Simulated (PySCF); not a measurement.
**Magnetic susceptibility: SMILES CC[C@]1(C#N)C=C[SiH2]1, C$_{6}$H$_{9}$NSi**

Geometry:
```
atom   x (Å)   y (Å)   z (Å)
  C1   2.200   0.237   0.300
  C2   0.788   0.698   0.653
  C3  -0.289  -0.278   0.170
  C4  -0.104  -1.566   0.750
  N5   0.007  -2.602   1.228
  C6  -0.455  -0.350  -1.335
  C7  -1.703   0.056  -1.579
 Si8  -2.155   0.345   0.228
  H9   2.402  -0.737   0.742
 H10   2.934   0.946   0.676
 H11   2.323   0.158  -0.778
 H12   0.597   1.676   0.202
 H13   0.703   0.805   1.738
 H14   0.309  -0.677  -2.023
 H15  -2.181   0.136  -2.542
 H16  -3.105  -0.558   0.865
 H17  -2.278   1.723   0.696
```

Computed, not measured: GIAO PBE/pcSseg-1 magnetisability, rotational g tensor and spin-rotation constants, non-relativistic, gas phase in PySCF 2.14.0. Geometry: GFN2-xTB.

Question: How diamagnetic is it, and how anisotropic?

Answer: Isotropic -1212 × 10⁻³⁰ J/T², or -73.0 × 10⁻⁶ cm³/mol; principal values -1312, -1187, -1138 × 10⁻³⁰ J/T², anisotropy 155 × 10⁻³⁰ J/T² (root of half the summed squared differences of the principal values). The susceptibility is in cgs units.

Question: Split it along the inertial axes a, b, c into diamagnetic and paramagnetic parts about the centre of mass, with the quadrupole moment.

Answer: 
| axis | χ (10⁻⁶ cm³/mol) | diamagnetic (10⁻⁶ cm³/mol) | paramagnetic (10⁻⁶ cm³/mol) | summed x² of all electrons (Å²) | quadrupole Θ (D Å) |
| --- | --- | --- | --- | --- | --- |
| a | -72.0 | -631.5 | 559.5 | 167.1 | +4.89 |
| b | -78.0 | -943.3 | 865.3 | 93.6 | -11.32 |
| c | -69.0 | -1106.3 | 1037.3 | 55.2 | +6.43 |

Anisotropies 2χaa − χbb − χcc = +2.9 and 2χbb − χaa − χcc = -14.9 × 10⁻⁶ cm³/mol. Θ is traceless in Buckingham's convention.

Question: And the rotational g tensor?

Answer: 
| axis | rotational constant (GHz) | g | nuclear part | electronic part |
| --- | --- | --- | --- | --- |
| a | 2.3425 | -0.0370 | 0.5787 | -0.6157 |
| b | 1.4716 | -0.0126 | 0.5857 | -0.5983 |
| c | 1.2121 | -0.0214 | 0.5693 | -0.5907 |

Asymmetric top; isotopes 12C, 1H, 14N, 28Si; no vibrational averaging.
